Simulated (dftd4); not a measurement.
O$_{2}$Zr (SMILES [O]=[Zr]=[O]), singlet, geometry from GFN2-xTB (such geometries of metal compounds can be far from the true shape); D4 for hf in dftd4.

Here is a job for dftd4.
```
$ dftd4 mol.xyz --func hf --charge 0 --json dftd4.json --noedisp --grad

# file mol.xyz
3

Zr    -0.14735518    -0.16294999    -0.21094306
O      1.44787434     0.60647650    -0.38052480
O     -0.71109845     0.20827346     1.43524010
```

What the program printed (banner, timings and long lists left out):

```
                    ____  _____ _____     ____  _  _
      -------------|  _ \|  ___|_   _|---|  _ \| || |------------
     |             | | | | |_    | | ___ | | | | || |_           |
     |             | |_| |  _|   | ||___|| |_| |__   _|          |
     |             |____/|_|     |_|     |____/   |_|            |
     |             ===================================           |
     |            E. Caldeweyher, S. Ehlert & S. Grimme          |
     |          Mulliken Center for Theoretical Chemistry        |
     |                    University of Bonn                     |
      -----------------------------------------------------------

Rational (Becke-Johnson) damping: hf-D4-ATM
---------------------
  s6         1.0000
  s8         1.6168
  s9         1.0000
  a1         0.4496
  a2         3.3574
 alp        16.0000
--------------------

Dispersion energy:      -7.1510438874424E-03 Eh

Gradient norm:           1.8535533076223E-03 Eh/a0
--------------------------------------------------
     #    Z           dE/dx      dE/dy      dE/dz
--------------------------------------------------
     1   40 Zr   -3.267E-04 -3.613E-04 -4.677E-04
     2    8 O     1.052E-03  3.446E-04 -5.137E-04
     3    8 O    -7.255E-04  1.670E-05  9.814E-04
--------------------------------------------------

Virial:
--------------------------------------------------
      component           x          y          z
--------------------------------------------------
          x       3.945E-03  1.021E-03 -2.594E-03
          y       1.021E-03  5.127E-04 -5.849E-05
          z      -2.594E-03 -5.849E-05  3.218E-03
--------------------------------------------------

[Info] Dispersion results written to 'dftd4.txt'
[Info] JSON dump of results written to 'dftd4.json'
```
